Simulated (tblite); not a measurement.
Run record: tight-binding relaxation, `N#C/C=C/[C@@]12[C@@H]3[C@H]4[C@@H]3[C@@H]1[C@H]42`.

Computed with GFN2-xTB geometry optimisation, gas phase (tblite 0.8.0). Start geometry: from a force field or distance geometry. The input is one job of a driver script: a line of settings, then coordinates in Å.

Command:
```bash
OMP_NUM_THREADS=1 python probes_run.py task.json out
```

Input:
```
{"job": {"kind": "relax", "xc": "GFN2-xTB", "basis": "xTB"}, "charge": 0, "multiplicity": 1}
N      4.620400    -1.232200    -0.181800
C      3.515900    -0.889300    -0.395500
C      2.194400    -0.487300    -0.636000
C      1.267900    -0.372600     0.326900
C     -0.087800     0.026600     0.164900
C     -0.738000     1.333900    -0.107800
C     -1.948300     0.887800     0.642100
C     -1.841900     0.639600    -0.817500
C     -1.176100    -0.680000    -0.554600
C     -1.283600    -0.424300     0.923900
H      1.922000    -0.254000    -1.667900
H      1.564300    -0.619400     1.358000
H     -0.395000     2.330500    -0.242400
H     -2.632300     1.498700     1.170400
H     -2.457200     1.031900    -1.601300
H     -1.175800    -1.622700    -1.024700
H     -1.356100    -1.155100     1.685800
```

Output:
```
step      E/eV     max force
  0    -695.32882    3.270
  1    -695.22416   10.833
  2    -695.55260    1.333
  3    -695.59405    0.835
  4    -695.61805    0.323
  5    -695.63029    0.324
  6    -695.63664    0.219
  7    -695.64421    0.191
  8    -695.64960    0.171
  9    -695.65333    0.178
... (86 lines left out)
 96    -695.87511    0.019
 97    -695.87516    0.015
 98    -695.87519    0.015
 99    -695.87522    0.015
100    -695.87525    0.016
101    -695.87529    0.017
102    -695.87534    0.016
103    -695.87539    0.012
104    -695.87542    0.010
105    -695.87543    0.010
```

«max force» is the largest atomic force in eV/Å.

**Question.** From which step on does the largest force stay under 0.1 eV/Å, and how much energy is left to gain from there?

**Answer.** From step 71 (0.063 eV/Å), 3.8 meV above the end.

Main results: energy lowered by 12.6 kcal/mol over 105 steps; largest atomic force 0.010 eV/Å at the end.

**Question.** Give the final coordinates.

**Answer.** 0.637 Å rms from the input after alignment:
```
atom  x, y, z in Å
N1     4.6425   -1.1100   -0.2037
C2     3.5935   -0.6450   -0.2535
C3     2.3179   -0.0680   -0.3186
C4     1.2144   -0.7223    0.0777
C5    -0.1102   -0.1750    0.0279
C6    -0.6863    1.1771   -0.4337
C7    -1.8024    1.0509    0.5689
C8    -1.9749    0.5020   -0.8215
C9    -1.4261   -0.8537   -0.3480
C10   -1.2544   -0.3091    1.0307
H11    2.2713    0.9403   -0.7071
H12    1.2963   -1.7317    0.4635
H13   -0.2153    2.0535   -0.8385
H14   -2.3499    1.8092    1.0959
H15   -2.6827    0.7495   -1.5895
H16   -1.5886   -1.8574   -0.6949
H17   -1.2519   -0.7984    1.9868
```

Time: 0.75 s. Hardware: one thread, Arm Neoverse V1 (aarch64), shared host.
Labels such as C1 count atoms from 1, the log's own numbers from 0.
